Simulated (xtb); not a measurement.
n-butyl acetate (C₆H₁₂O₂), singlet, at a GFN2-xTB geometry; GFN0-xTB (xtb).

The xtb input:
```
$ xtb mol.xyz --gfn 0 --ohess --json

# file mol.xyz
20

C     -3.89440677     0.59454652    -0.33914431
C     -2.68001968    -0.31588928    -0.20491072
C     -1.38482384     0.48734588    -0.11951388
C     -0.17218977    -0.42092200     0.01524335
O      1.00033746     0.39177182     0.08275542
C      2.16802990    -0.25184192     0.17766581
C      3.31561892     0.72248799     0.23727749
O      2.26799694    -1.44948390     0.20894184
H     -3.81830555     1.20228703    -1.23782775
H     -4.80696323     0.00670346    -0.39843415
H     -3.96943663     1.25962206     0.51805895
H     -2.78316202    -0.93130463     0.69123698
H     -2.63196905    -0.98823606    -1.06403610
H     -1.41976689     1.15834622     0.74057834
H     -1.26798427     1.09989802    -1.01525903
H     -0.23298041    -1.03303909     0.92249391
H     -0.08587689    -1.09870449    -0.84185072
H      3.18703026     1.38072010     1.09268432
H      3.31828247     1.33210993    -0.66271262
H      4.25120428     0.17893113     0.32178314
```

The log (banner, timings and long lists left out):

```
   ID    Z sym.   atoms
    1    6 C      1-4, 6, 7
    2    8 O      5, 8
    3    1 H      9-20

           -------------------------------------------------
          |                Calculation Setup                |
           -------------------------------------------------

           -------------------------------------------------
          |                 G F N 0 - x T B                 |
           -------------------------------------------------

          ...................................................
          :                      SETUP                      :
          :.................................................:
          :  # basis functions                  56          :
          :  # atomic orbitals                  56          :
          :  # shells                           40          :
          :  # electrons                        48          :
          :  electronic temp.          300.0000000     K    :
          :  accuracy                    1.0000000          :
          :  -> integral cutoff          0.2500000E+02      :
          :  -> integral neglect         0.1000000E-07      :
          ...................................................

         :::::::::::::::::::::::::::::::::::::::::::::::::::::
         ::                     SUMMARY                     ::
         :::::::::::::::::::::::::::::::::::::::::::::::::::::
         :: total energy             -25.925025157422 Eh    ::
         :: gradient norm              0.034779116150 Eh/a0 ::
         :: HOMO-LUMO gap              4.670048287930 eV    ::
         ::.................................................::
         :: H0 energy                -26.135421798581 Eh    ::
         :: repulsion energy           0.333229303114 Eh    ::
         :: electrostat energy        -0.079786089787 Eh    ::
         :: -> Gsolv                   0.000000000000 Eh    ::
         ::    -> Gsasa                0.000000000000 Eh    ::
         ::    -> Gshift               0.000000000000 Eh    ::
         :: dispersion energy         -0.005616783482 Eh    ::
         :: short-range corr.         -0.037429788687 Eh    ::
         :: add. restraining           0.000000000000 Eh    ::
         :: total charge               0.000000000000 e     ::
         :::::::::::::::::::::::::::::::::::::::::::::::::::::

      -----------------------------------------------------------
     |                   =====================                   |
[...]
 * total energy  :   -25.9250252 Eh     change        0.0000000E+00 Eh
 * total energy  :   -25.9266169 Eh     change       -0.1591710E-02 Eh
 * total energy  :   -25.9272067 Eh     change       -0.5898461E-03 Eh
 * total energy  :   -25.9273023 Eh     change       -0.9556431E-04 Eh
 * total energy  :   -25.9273578 Eh     change       -0.5555558E-04 Eh
 * total energy  :   -25.9273643 Eh     change       -0.6508974E-05 Eh
 * total energy  :   -25.9273657 Eh     change       -0.1345831E-05 Eh
   *** GEOMETRY OPTIMIZATION CONVERGED AFTER 7 ITERATIONS ***
         :: total energy             -25.927365688288 Eh    ::
[...]
       4    187.87    -0.67046 ( 99.50%)    -0.66436 (  0.50%)    -0.67043
       5    207.42    -0.61607 ( 99.66%)    -0.63504 (  0.34%)    -0.61613
       6    218.91    -0.58678 ( 99.73%)    -0.61906 (  0.27%)    -0.58687
       7    278.08    -0.46078 ( 99.90%)    -0.54820 (  0.10%)    -0.46087
   ------------------------------------------------------------------------

   temp. (K)  partition function   enthalpy   heat capacity  entropy
                                   cal/mol     cal/K/mol   cal/K/mol   J/K/mol
 298.15  VIB   346.                 3886.088     25.461     24.077
         ROT  0.460E+06              888.752      2.981     28.894
         INT  0.159E+09             4774.841     28.442     52.972
         TR   0.121E+28             1481.254      4.968     40.146
         TOT                        6256.0944    33.4097    93.1179   389.6052

       T/K    H(0)-H(T)+PV         H(T)/Eh          T*S/Eh         G(T)/Eh
   ------------------------------------------------------------------------
    298.15    0.996972E-02    0.179437E+00    0.442433E-01    0.135194E+00
   ------------------------------------------------------------------------

         :::::::::::::::::::::::::::::::::::::::::::::::::::::
         ::                  THERMODYNAMIC                  ::
         :::::::::::::::::::::::::::::::::::::::::::::::::::::
         :: total free energy         -25.792171522096 Eh   ::
         ::.................................................::
         :: total energy              -25.927365688288 Eh   ::
         :: zero point energy           0.169467753863 Eh   ::
         :: G(RRHO) w/o ZPVE           -0.034273587671 Eh   ::
         :: G(RRHO) contrib.            0.135194166192 Eh   ::
         :::::::::::::::::::::::::::::::::::::::::::::::::::::
imag cut-off (cm-1) :    5.00
 found            2  significant imaginary frequencies
 writing imag mode distorted coords to xtbhess.xyz
 for further optimization.

optimized geometry written to: xtbopt.xyz

           -------------------------------------------------
          | TOTAL ENERGY              -25.927365688288 Eh   |
          | TOTAL ENTHALPY            -25.747928213342 Eh   |
          | TOTAL FREE ENERGY         -25.792171522096 Eh   |
          | GRADIENT NORM               0.000214726003 Eh/α |
          | HOMO-LUMO GAP               4.774403327578 eV   |
           -------------------------------------------------

normal termination of xtb
```
